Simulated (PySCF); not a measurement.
Electron correlation in Ti (titanium, neutral)

[Ar] 3d3 4s1, high-spin 5F determinant (an excited configuration). Computed with PySCF 2.14 in aug-cc-pVDZ-DK, with the spin-free X2C one-electron Hamiltonian (Gaussian nucleus). Frozen: [Ar]; 4 electrons correlated.

```csv
level,correlation energy (mhartree)
CCSD,-36.21
(T),-0.75
CCSD(T),-36.96
```

Diagnostics: T1 = 0.024, D1 = 0.0359, largest double amplitude 0.040.

Question: Is a single reference adequate?

Answer: Yes: T1 lies below 0.03 and no double amplitude reaches 0.07.
